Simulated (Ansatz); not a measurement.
Steps of a relaxation of H4NSSb, SMILES `[NH2][SbH][SH]` with RKS PBE0-D4/def2-TZVP.

```sh
$ ansatz run in.yaml --threads 2 --pin off --events-out ev --progress --plain --max-ram 4352MiB
```

```yaml
crystal:
  periodic: [false, false, false]
  atoms:
    - {symbol: N, position_ang: [-1.092557, 0.077341, -0.829465]}
    - {symbol: Sb, position_ang: [0.873311, 0.481243, -0.318889]}
    - {symbol: S, position_ang: [1.139908, -1.090009, 1.586938]}
    - {symbol: H, position_ang: [-1.260765, 0.196542, -1.834985]}
    - {symbol: H, position_ang: [-1.797948, 0.611497, -0.310663]}
    - {symbol: H, position_ang: [0.503688, 1.715217, 0.854512]}
    - {symbol: H, position_ang: [1.695563, -2.059931, 0.806752]}
basis:
  gaussian: {orbitals: def2-TZVP}
hamiltonian: {xc: pbe0, dispersion: d4}
relax: {f_tol: 0.005, max_steps: 150}
```

Positions (Å) and forces (eV/Å) along the path, 11 of 11 steps:

```xyz
7
step=1 energy=-18924.5576 eV
N    -1.093    0.077   -0.829    0.153    0.471   -0.090
Sb    0.873    0.481   -0.319   -0.731   -0.226    0.560
S     1.140   -1.090    1.587    0.116    0.009   -0.801
H    -1.261    0.197   -1.835    0.128   -0.051    0.603
H    -1.798    0.611   -0.311    0.459   -0.317   -0.295
H     0.504    1.715    0.855    0.083   -0.240   -0.281
H     1.696   -2.060    0.807   -0.207    0.353    0.304
7
step=2 energy=-18924.5981 eV
N    -1.053    0.050   -0.803   -0.247    0.202   -0.220
Sb    0.857    0.480   -0.298    0.247   -0.007   -0.514
S     1.079   -1.054    1.520    0.130   -0.405    0.307
H    -1.212    0.224   -1.792   -0.046   -0.060    0.217
H    -1.751    0.554   -0.265    0.065   -0.135   -0.102
H     0.492    1.716    0.803   -0.053    0.194    0.244
H     1.650   -2.038    0.790   -0.096    0.212    0.068
7
step=3 energy=-18924.6139 eV
N    -1.049    0.052   -0.830   -0.096    0.172   -0.042
Sb    0.871    0.466   -0.317   -0.052    0.015   -0.035
S     1.081   -1.045    1.558    0.089   -0.166   -0.135
H    -1.238    0.264   -1.805    0.017   -0.051    0.130
H    -1.754    0.500   -0.254    0.108   -0.110   -0.089
H     0.521    1.703    0.813   -0.010    0.099    0.016
H     1.629   -2.007    0.789   -0.056    0.043    0.155
7
step=4 energy=-18924.5971 eV rejected
N    -1.056    0.092   -0.865    0.455   -0.143    0.035
Sb    0.872    0.445   -0.343   -0.122   -0.156   -0.044
S     0.939   -1.113    1.517    0.025    0.151    0.070
H    -1.281    0.378   -1.805   -0.146    0.078    0.011
H    -1.753    0.375   -0.197   -0.176    0.123   -0.055
H     0.588    1.731    0.752   -0.053    0.029    0.072
H     1.751   -1.977    0.895    0.016   -0.082   -0.089
7
step=5 energy=-18924.6146 eV
N    -1.024    0.079   -0.841   -0.083    0.002    0.045
Sb    0.881    0.490   -0.304   -0.026   -0.018   -0.186
S     1.089   -1.059    1.550   -0.065    0.080    0.088
H    -1.253    0.285   -1.804    0.092   -0.006    0.007
H    -1.762    0.419   -0.240    0.061   -0.013    0.011
H     0.529    1.766    0.789    0.010   -0.066    0.092
H     1.602   -2.049    0.804    0.011    0.020   -0.057
7
step=6 energy=-18924.6196 eV
N    -1.032    0.068   -0.834    0.012    0.009   -0.040
Sb    0.879    0.484   -0.319   -0.050   -0.003    0.007
S     1.072   -1.051    1.548    0.018    0.017   -0.008
H    -1.242    0.274   -1.801   -0.004   -0.005    0.003
H    -1.757    0.444   -0.239    0.012   -0.001    0.010
H     0.530    1.737    0.802    0.015   -0.006    0.016
H     1.611   -2.025    0.798   -0.003   -0.011    0.013
7
step=7 energy=-18924.6197 eV
N    -1.032    0.065   -0.836    0.046    0.008   -0.011
Sb    0.876    0.490   -0.318   -0.001   -0.012   -0.010
S     1.075   -1.046    1.547    0.006    0.025    0.004
H    -1.243    0.269   -1.803   -0.005    0.007   -0.010
H    -1.757    0.439   -0.241   -0.035    0.007    0.025
H     0.540    1.741    0.810   -0.015   -0.016   -0.001
H     1.601   -2.026    0.795    0.003   -0.018    0.002
7
step=8 energy=-18924.6200 eV
N    -1.025    0.067   -0.844   -0.019   -0.015   -0.006
Sb    0.882    0.489   -0.324   -0.014    0.018   -0.014
S     1.089   -1.033    1.551   -0.015    0.006   -0.001
H    -1.246    0.300   -1.802    0.007   -0.006   -0.003
H    -1.755    0.402   -0.232    0.021    0.002    0.006
H     0.536    1.739    0.802    0.014    0.005    0.017
H     1.581   -2.033    0.803    0.006   -0.009    0.001
7
step=9 energy=-18924.6203 eV
N    -1.026    0.065   -0.844   -0.001   -0.003    0.001
Sb    0.880    0.492   -0.326    0.003   -0.003    0.009
S     1.085   -1.033    1.548   -0.006    0.010   -0.002
H    -1.247    0.295   -1.803   -0.002    0.000   -0.004
H    -1.753    0.408   -0.232    0.002    0.000    0.002
H     0.539    1.737    0.807    0.001    0.000   -0.001
H     1.584   -2.032    0.804    0.003   -0.005   -0.005
7
step=10 energy=-18924.6203 eV
N    -1.026    0.065   -0.846    0.006   -0.003    0.003
Sb    0.881    0.490   -0.326   -0.005   -0.002    0.002
S     1.081   -1.033    1.548    0.000    0.003   -0.005
H    -1.249    0.300   -1.803   -0.001    0.001    0.000
H    -1.753    0.403   -0.230    0.002    0.001   -0.002
H     0.541    1.738    0.805    0.000    0.001    0.001
H     1.587   -2.031    0.806   -0.001   -0.001    0.000
7
step=11 energy=-18924.6203 eV
N    -1.026    0.065   -0.845    0.001   -0.002    0.001
Sb    0.881    0.491   -0.326    0.001    0.001    0.000
S     1.082   -1.032    1.548   -0.001    0.001    0.000
H    -1.248    0.298   -1.803   -0.001    0.001    0.000
H    -1.752    0.404   -0.231    0.001    0.000   -0.001
H     0.541    1.738    0.806   -0.001    0.000    0.000
H     1.584   -2.032    0.805    0.000   -0.001   -0.001
```

Hardware: 2 threads of an Arm Neoverse V1 on a shared host. Wall time 40 s, peak host memory 0.3 GiB.
